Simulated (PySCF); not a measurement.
Compound: C5H13BO2.
Z-matrix (Å and degrees, PBE0-D3(BJ)/def2-SVP geometry), rows numbered from 1:
```
C 
O   1  1.4034
B   2  1.3597  1  121.75
O   3  1.3646  2  116.79  1    -1.00
C   4  1.3971  3  125.71  2   179.08
C   3  1.5865  2  117.86  1   176.49
C   6  1.5345  3  108.79  2   -94.29
C   6  1.5263  3  112.13  2    29.12
H   1  1.1017  2  111.93  3   -45.67
H   1  1.0995  2  108.28  3  -165.96
H   1  1.1029  2  111.27  3    74.91
H   5  1.1017  4  109.58  3  -124.69
H   5  1.1022  4  109.85  3   116.90
H   5  1.1018  4  112.90  3    -3.99
H   6  1.1058  3  108.87  2   148.79
H   7  1.1022  6  112.36  3   -59.36
H   7  1.1031  6  111.35  3  -179.97
H   7  1.1022  6  110.82  3    60.67
H   8  1.1010  6  111.80  3    60.92
H   8  1.1028  6  111.35  3  -178.50
H   8  1.1008  6  110.79  3   -58.37
```

The calculation used PBE0-D3(BJ)/def2-SVP geometry optimisation, gas phase in PySCF 2.14.0.

Masses are those of the commonest isotopes; rigid-rotor values at the optimised geometry. The values belong to one conformer with, in the numbering `[CH3:1][O:2][B:3]([O:4][CH3:5])[CH:6]([CH3:7])[CH3:8]`, C1–O2–B3–O4 -1°, O2–B3–O4–C5 179°, O2–B3–C6–C7 -94°.

(1) What are A, B and C (GHz)?

(2) Classify the top.

(3) Is it planar, by Δ = Ic − Ia − Ib?

(4) Give the coordinates in the principal-axis frame, origin at the centre of mass.

(5) Which lines would a microwave search look for?

Results:

(1) Ia = 238.15, Ib = 301.66, Ic = 454.07 u·Å²; 505379 MHz·u·Å²/I gives 2122, 1675 and 1113 MHz, that is A = 2.1221, B = 1.6753, C = 1.1130 GHz.

(2) An asymmetric top. Ray's parameter κ = (2B − A − C)/(A − C) = 0.115; −1 is the prolate and +1 the oblate limit.

(3) Not planar: Δ = Ic − Ia − Ib = -85.75 u·Å². For a rigid frame Δ = −2 Σ m c², so Σ m c² = 42.87 u·Å² lies off the ab plane: 16.01 from hydrogen and 26.86 from heavier atoms. The atom farthest from that plane is 1.87 Å away.

(4) The sense of each axis is arbitrary; atoms in the order of the calculation.
```json
{"atom": "C1", "mass (u)": "12.000", "a (Å)": "2.072", "b (Å)": "1.553", "c (Å)": "0.294"}
{"atom": "O2", "mass (u)": "15.995", "a (Å)": "0.706", "b (Å)": "1.301", "c (Å)": "0.095"}
{"atom": "B3", "mass (u)": "11.009", "a (Å)": "0.234", "b (Å)": "0.042", "c (Å)": "-0.107"}
{"atom": "O4", "mass (u)": "15.995", "a (Å)": "1.155", "b (Å)": "-0.965", "c (Å)": "-0.129"}
{"atom": "C5", "mass (u)": "12.000", "a (Å)": "0.875", "b (Å)": "-2.322", "c (Å)": "-0.305"}
{"atom": "C6", "mass (u)": "12.000", "a (Å)": "-1.336", "b (Å)": "-0.149", "c (Å)": "-0.237"}
{"atom": "C7", "mass (u)": "12.000", "a (Å)": "-1.906", "b (Å)": "-0.510", "c (Å)": "1.141"}
{"atom": "C8", "mass (u)": "12.000", "a (Å)": "-2.020", "b (Å)": "1.090", "c (Å)": "-0.810"}
{"atom": "H9", "mass (u)": "1.008", "a (Å)": "2.521", "b (Å)": "0.847", "c (Å)": "1.011"}
{"atom": "H10", "mass (u)": "1.008", "a (Å)": "2.181", "b (Å)": "2.577", "c (Å)": "0.682"}
{"atom": "H11", "mass (u)": "1.008", "a (Å)": "2.635", "b (Å)": "1.476", "c (Å)": "-0.651"}
{"atom": "H12", "mass (u)": "1.008", "a (Å)": "1.297", "b (Å)": "-2.898", "c (Å)": "0.535"}
{"atom": "H13", "mass (u)": "1.008", "a (Å)": "1.345", "b (Å)": "-2.684", "c (Å)": "-1.234"}
{"atom": "H14", "mass (u)": "1.008", "a (Å)": "-0.205", "b (Å)": "-2.534", "c (Å)": "-0.360"}
{"atom": "H15", "mass (u)": "1.008", "a (Å)": "-1.538", "b (Å)": "-0.999", "c (Å)": "-0.915"}
{"atom": "H16", "mass (u)": "1.008", "a (Å)": "-1.466", "b (Å)": "-1.436", "c (Å)": "1.547"}
{"atom": "H17", "mass (u)": "1.008", "a (Å)": "-2.999", "b (Å)": "-0.653", "c (Å)": "1.099"}
{"atom": "H18", "mass (u)": "1.008", "a (Å)": "-1.708", "b (Å)": "0.293", "c (Å)": "1.869"}
{"atom": "H19", "mass (u)": "1.008", "a (Å)": "-1.656", "b (Å)": "1.327", "c (Å)": "-1.821"}
{"atom": "H20", "mass (u)": "1.008", "a (Å)": "-3.113", "b (Å)": "0.953", "c (Å)": "-0.870"}
{"atom": "H21", "mass (u)": "1.008", "a (Å)": "-1.823", "b (Å)": "1.971", "c (Å)": "-0.181"}
```

(5) The dipole components are |μa| = 0.64 D, |μb| = 1.41 D, |μc| = 0.05 D. Intensities carry the squares of the components, which stand as 0.20 : 1.00 : 0.00 (a : b : c). Some lines, for components of 0.1 D or more:

```json
{"type": "a", "branch": "Q", "J(Ka,Kc)": "1(1,0) ← 1(1,1)", "MHz": "562", "lower level (cm⁻¹)": "0.108"}
{"type": "b", "branch": "Q", "J(Ka,Kc)": "2(2,0) ← 2(1,1)", "MHz": "1636", "lower level (cm⁻¹)": "0.331"}
{"type": "a", "branch": "Q", "J(Ka,Kc)": "2(1,1) ← 2(1,2)", "MHz": "1687", "lower level (cm⁻¹)": "0.275"}
{"type": "b", "branch": "Q", "J(Ka,Kc)": "2(1,1) ← 2(0,2)", "MHz": "1867", "lower level (cm⁻¹)": "0.269"}
{"type": "b", "branch": "Q", "J(Ka,Kc)": "3(2,1) ← 3(1,2)", "MHz": "1930", "lower level (cm⁻¹)": "0.630"}
{"type": "b", "branch": "Q", "J(Ka,Kc)": "2(2,1) ← 2(1,2)", "MHz": "3027", "lower level (cm⁻¹)": "0.275"}
{"type": "b", "branch": "R", "J(Ka,Kc)": "1(1,1) ← 0(0,0)", "MHz": "3235", "lower level (cm⁻¹)": "0.000"}
{"type": "a", "branch": "Q", "J(Ka,Kc)": "3(1,2) ← 3(1,3)", "MHz": "3259", "lower level (cm⁻¹)": "0.521"}
{"type": "b", "branch": "Q", "J(Ka,Kc)": "3(1,2) ← 3(0,3)", "MHz": "3310", "lower level (cm⁻¹)": "0.519"}
{"type": "b", "branch": "Q", "J(Ka,Kc)": "3(3,1) ← 3(2,2)", "MHz": "3794", "lower level (cm⁻¹)": "0.655"}
{"type": "b", "branch": "Q", "J(Ka,Kc)": "3(2,2) ← 3(1,3)", "MHz": "4025", "lower level (cm⁻¹)": "0.521"}
{"type": "a", "branch": "R", "J(Ka,Kc)": "2(1,2) ← 1(1,1)", "MHz": "5014", "lower level (cm⁻¹)": "0.108"}
{"type": "a", "branch": "R", "J(Ka,Kc)": "2(0,2) ← 1(0,1)", "MHz": "5281", "lower level (cm⁻¹)": "0.093"}
{"type": "b", "branch": "R", "J(Ka,Kc)": "2(1,2) ← 1(0,1)", "MHz": "5461", "lower level (cm⁻¹)": "0.093"}
{"type": "a", "branch": "R", "J(Ka,Kc)": "2(1,1) ← 1(1,0)", "MHz": "6139", "lower level (cm⁻¹)": "0.127"}
{"type": "b", "branch": "R", "J(Ka,Kc)": "2(2,1) ← 1(1,0)", "MHz": "7479", "lower level (cm⁻¹)": "0.127"}
{"type": "a", "branch": "R", "J(Ka,Kc)": "3(0,3) ← 2(0,2)", "MHz": "7497", "lower level (cm⁻¹)": "0.269"}
{"type": "b", "branch": "R", "J(Ka,Kc)": "3(1,3) ← 2(0,2)", "MHz": "7547", "lower level (cm⁻¹)": "0.269"}
{"type": "b", "branch": "R", "J(Ka,Kc)": "3(1,2) ← 2(2,1)", "MHz": "7599", "lower level (cm⁻¹)": "0.376"}
{"type": "b", "branch": "R", "J(Ka,Kc)": "2(2,0) ← 1(1,1)", "MHz": "8337", "lower level (cm⁻¹)": "0.108"}
{"type": "a", "branch": "R", "J(Ka,Kc)": "3(1,2) ← 2(1,1)", "MHz": "8939", "lower level (cm⁻¹)": "0.331"}
{"type": "a", "branch": "R", "J(Ka,Kc)": "3(2,1) ← 2(2,0)", "MHz": "9233", "lower level (cm⁻¹)": "0.386"}
{"type": "b", "branch": "R", "J(Ka,Kc)": "3(2,2) ← 2(1,1)", "MHz": "9705", "lower level (cm⁻¹)": "0.331"}
{"type": "b", "branch": "R", "J(Ka,Kc)": "3(3,1) ← 2(2,0)", "MHz": "11863", "lower level (cm⁻¹)": "0.386"}
{"type": "b", "branch": "R", "J(Ka,Kc)": "3(3,0) ← 2(2,1)", "MHz": "12274", "lower level (cm⁻¹)": "0.376"}
{"type": "b", "branch": "R", "J(Ka,Kc)": "3(2,1) ← 2(1,2)", "MHz": "12556", "lower level (cm⁻¹)": "0.275"}
```

PBE0-D3(BJ)/def2-SVP frequencies: not computed here. Zero-point vibration and centrifugal distortion are left out. A rigid rotor knows nothing of internal rotation, which can split or shift real lines. Quadrupole hyperfine structure (11B) is left out.

Time: 7.2 min of wall time; peak memory 0.83 GiB. Hardware: one thread, Intel Xeon at 2.50 GHz (x86_64), no GPU, shared host with 64 logical CPUs at a one-minute load of 63. This is the geometry optimisation.
